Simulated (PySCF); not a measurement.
BClH, SMILES [BH]Cl, multiplicity 2.

Geometry optimised at PBE0-D3(BJ)/def2-TZVPD. The isomer is the one that the SMILES or the coordinates give; other isomers of the formula were not compared.

These are B3LYP/def2-TZVPD (PySCF) values and carry that method's errors.

Computed frontier levels, dipole moment and polarisability:
```yaml
"α spin, highest occupied and lowest empty level": -5.88 and -2.26 eV
"β spin, highest occupied and lowest empty level": -9.65 and -2.15 eV
dipole_moment: 0.48 D
quadrupole, principal values (traceless, Buckingham form, about the centre of nuclear charge): -2.36, 0.92, 1.44 D·Å
mean_static_polarisability: 32.3 bohr³ (4.79 Å³)
polarisability_principal_values: 27.7, 28.6, 40.6 bohr³
"⟨S²⟩": 0.752 (pure state 0.75)
```
